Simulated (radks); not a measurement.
The numbers below are computed, except where a source is named.
Problem. The table gives one normalised radial function P(r) = r R(r) of Tc+ in [Kr] 4d5 5s1 (r in bohr). Level of theory: scalar-relativistic Kohn-Sham, PBE, spin-polarised, spherical densities, finite nucleus; open shells are filled with parallel spins first (spin-orbit coupling, left out, can overturn this in heavy ions); Fermi nuclear charge, rms radius 4.4112 fm (a radial shooting solver on a logarithmic mesh with Libxc functionals).

r           P
0.003664   0.1112
0.004887   0.1379
0.006518   0.1677
0.008624   0.1971
0.0115     0.2233
0.01534    0.2377
0.02046    0.2286
0.02729    0.1819
0.03611    0.0883
0.04816   -0.0588
0.06423   -0.2333
0.08567   -0.3711
0.1134    -0.3777
0.1512    -0.1761
0.2017     0.2045
0.269      0.5519
0.3587     0.5584
0.4746     0.1048
0.633     -0.6021
0.8443    -1.0828
1.126     -1.0451
1.49      -0.6596
1.987     -0.2692
2.651     -0.0681
3.535     -0.0096
4.715     -0.0006
6.239     0.0000
8.321     0.0000

Which n and l does it have? It may be an empty orbital.

Solution. n = 4, l = 0: the number of nodes gives n - l - 1 = 3, the rise at small r (about r^(l+1), flatter next to the nucleus through relativity) gives l, and the extent must fit the shell. The curve is that of 4s up; the table hardly tells the two spins apart. 4s up: eigenvalue -81.900 eV, 3 radial nodes at r = 0.0434, 0.174, 0.496 bohr, <r> = 1.06 bohr, 90 % of the charge inside 1.54 bohr.
